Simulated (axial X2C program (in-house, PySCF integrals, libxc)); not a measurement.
**ZrO along the bond: HF, without spin–orbit coupling**

All values were computed with an axial X2C code built on PySCF integrals. Spin-free means the one-electron spin-free X2C Hamiltonian. Basis: Zr dyall-cv3z [11s12p9d6f3g], O dyall-av3z [7s6p3d2f] (cores contracted in-house); Gaussian nuclei, density fitting, unrestricted open shells. Masses: Zr 89.905 u, O 15.995 u.

State: M_S = 1, Λ = 2 (beyond evenly filled blocks: σα, δ+α). Dipoles are positive if O is the positive end.

Results along the bond:

| R (Å) | μ (D) | HOMO (eV) | LUMO (eV) | ⟨S²⟩ |
| --- | --- | --- | --- | --- |
| 1.562 | -2.721 | -6.20 | 0.13 | 2.012 |
| 1.614 | -3.312 | -6.36 | 0.06 | 2.015 |
| 1.665 | -3.880 | -6.52 | -0.01 | 2.019 |
| 1.717 | -4.424 | -6.68 | -0.09 | 2.024 |
| 1.777 | -5.025 | -6.85 | -0.17 | 2.035 |
| 1.837 | -5.582 | -7.00 | -0.25 | 2.057 |
| 1.915 | -6.136 | -7.16 | -0.33 | 2.137 |

The state is one determinant whose occupation by symmetry is held fixed; it was picked as the lowest of a PBE0 search that is not exhaustive. Other states lie close and PBE0, whose exact exchange favours high spin, may order them wrongly; the determinant shown need not be the ground state. The nearest other spin-free determinant of the search, M_S = 0, Λ = 0, lies 0.19 eV up at the distance of the search. The determinant is spin-polarised beyond a pure state at some levels (its spin-free form has ⟨S²⟩ too high), which makes Re and μ there less reliable.
